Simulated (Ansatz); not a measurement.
All values below come from frozen-core CCSD(T)/cc-pVTZ // PBE0-D4/def2-TZVP in Ansatz (an electronic-structure program).

Ansatz 0.2 input:
```yaml
crystal:
  periodic: [false, false, false]
  atoms:
    - { symbol: S, position_ang: [-1.603404, -0.420558, 0.335018] }
    - { symbol: B, position_ang: [0.007775, 0.147576, -0.108336] }
    - { symbol: S, position_ang: [1.552065, -0.554431, 0.379103] }
    - { symbol: H, position_ang: [-2.302627, 0.512274, -0.335428] }
    - { symbol: H, position_ang: [2.346191, 0.315138, -0.270357] }
basis:
  gaussian: { orbitals: cc-pVTZ }
correlation:
  method: ccsd_t
magnetization:
  spin_polarized: true
  initial_magnetization: 1
```

Output:

```
Functional definition: HF
723 factors; integrals over basis functions are off by at most 5.3e-4 eV
mean field evaluation 1: about -22337.5605 eV, gradient 1.1e1 eV
mean field evaluation 2: about -22337.5689 eV, gradient 1.1e1 eV
mean field evaluation 4: about -22339.1839 eV, gradient 2.2e0 eV
mean field evaluation 8: about -22339.2705 eV, gradient 1.8e-1 eV
mean field evaluation 16: about -22339.2478 eV, gradient 7.2e-1 eV
mean field evaluation 32: about -22336.2751 eV, gradient 3.0e-3 eV
mean field -22339.27134503 eV, -820.9530798280 hartree, gradient 5.4e-6 eV, S^2 0.759577; 1 other end points of the search recorded, 0 dependent functions left out
determinant -22339.27134503 eV, -820.9530798280 hartree, with singles and doubles -22352.11250901 eV, -821.4249838999 hartree
determinant -22336.27512101 eV, -820.8429706261 hartree, with singles and doubles -22349.29055439 eV, -821.3212789804 hartree
11 core orbitals not correlated
reference -22339.27134503 eV, -820.9530798280 hartree; 9, 8 occupied and 106, 107 virtual orbitals, 723 factors
second order -11.63347475 eV of doubles, -0.00000000 eV of singles
cycle   1  -12.72389773 eV  change   -6.5e-1 eV  update   2.1e-2
cycle   2  -12.75016789 eV  change   -2.6e-2 eV  update   5.2e-3
cycle   3  -12.75055164 eV  change   -3.8e-4 eV  update   2.5e-3
cycle   4  -12.75219599 eV  change   -1.6e-3 eV  update   1.1e-3
cycle   5  -12.75258195 eV  change   -3.9e-4 eV  update   5.2e-4
cycle   6  -12.75274035 eV  change   -1.6e-4 eV  update   1.8e-4
cycle   7  -12.75277122 eV  change   -3.1e-5 eV  update   7.9e-5
cycle   8  -12.75276879 eV  change    2.4e-6 eV  update   3.3e-5
cycle   9  -12.75275571 eV  change    1.3e-5 eV  update   1.1e-5
perturbative correction -0.62202283 eV, -0.0228589173 hartree
Total energy: -22352.64612357 eV, -821.4445938733 hartree
```

Cost: around 40 core-seconds (rough).
